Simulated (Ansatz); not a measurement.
CH$_{6}$N$_{2}$O$_{2}$Si. Charge 0, multiplicity 1. The bonds changed during the relaxation, so this is another structure than the one it started from.

Z-matrix (Å, degrees):
```
N
Si 1 1.984
H 1 1.014 2 110.7
H 1 1.038 2 103.9 3 117.7
H 1 1.013 2 113.7 3 -122.6
N 2 1.831 1 91.1 3 -152.4
H 2 1.525 1 86.6 3 -55.9
C 6 1.339 2 128.7 1 39.4
H 6 1.008 2 117.7 1 -143.6
O 8 1.227 6 125.7 2 -9.4
O 8 1.349 6 113.6 2 172.1
H 11 0.965 8 106.0 6 177.9
```

**Question.** Give the diagnostics of a CCSD(T)/def2-TZVPP run (frozen core, Ansatz 0.2.0). (Best estimate.)

**Answer.** Computed: T1 = 0.0140, largest single amplitude 0.036, largest double 0.030, (T) share of the correlation energy 4.0 %, 10 CCSD cycles. The RHF solution is stable towards an unrestricted one. T1 lies under the customary mark of 0.02 for closed shells.
